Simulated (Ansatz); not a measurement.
Reaction (β-hydride elimination): `C[O][GaH][O]C` → `C[O][GaH2]` + `C=O`

Isolated molecules relaxed with PBE0-D4/def2-TZVP in Ansatz; ΔE leaves out vibrations. CCSD(T)/CBS adds triple-zeta CCSD(T) − MP2 to the extrapolated MP2 energy (def2 sets, frozen cores). This one scheme is used for every species. Functionals use def2-TZVPP. For Ga outer-core shells are correlated without core-valence functions, which leaves a few kJ/mol of doubt a bond. Scalar relativity is left out up to krypton. Each species was taken in one conformer, which may not be the lowest.

`C[O][GaH][O]C`:

Z-matrix (Å, degrees):
```
C
O 1 1.409
H 1 1.095 2 109.6
H 1 1.095 2 109.6 3 118.3
H 1 1.095 2 113.0 3 -120.9
Ga 2 1.770 1 123.0 3 120.6
O 6 1.781 2 113.1 1 0.1
H 6 1.546 2 122.6 1 -180.0
C 7 1.403 6 123.7 2 180.0
H 9 1.096 7 110.0 6 120.9
H 9 1.096 7 110.0 6 -120.4
H 9 1.099 7 113.4 6 0.3
```

`C[O][GaH2]`:

Cartesian coordinates in Å:
```
C 0.544 1.098 -0.050
O -0.608 0.387 0.314
Ga -0.792 -1.373 0.109
H 0.292 1.865 -0.792
H 1.329 0.460 -0.479
H 0.965 1.605 0.826
H 0.433 -2.118 -0.520
H -2.164 -1.924 0.591
```

`C=O`:

Z-matrix (Å, degrees):
```
C
O 1 1.195
H 1 1.109 2 122.0
H 1 1.109 2 122.0 3 -180.0
```

CCSD(T)/CBS gives +167.9 kJ/mol.

(1) Another level gave +156.8 kJ/mol. Which?
A. PBE/def2-TZVPP
B. r2SCANh-D4/def2-TZVPP
C. B2PLYP/def2-TZVPP
D. r2SCAN/def2-TZVPP

Largest T1 diagnostic among the species: 0.015.

Answers

(1) C. B2PLYP 156.8, r2SCANh-D4 173.5, r2SCAN 168.5, PBE 152.7 kJ/mol.

From r2SCAN to r2SCAN0 (25 % exact exchange), in def2-TZVPP and without D4, ΔE moves by +7.2 kJ/mol. Leaving LDA and LC-ωPBE aside and taking each functional with its dispersion term where it has one, the values, not all of them listed here, spread over 33.1 kJ/mol, from BLYP-D4 to r2SCAN0-D4. LDA lies +45.1 kJ/mol from PBE without D4. In def2-TZVPP, CCSD(T) changes the Hartree–Fock value by +22.0 kJ/mol (the triples alone add +0.4 kJ/mol) and MP2 by +32.5 kJ/mol.
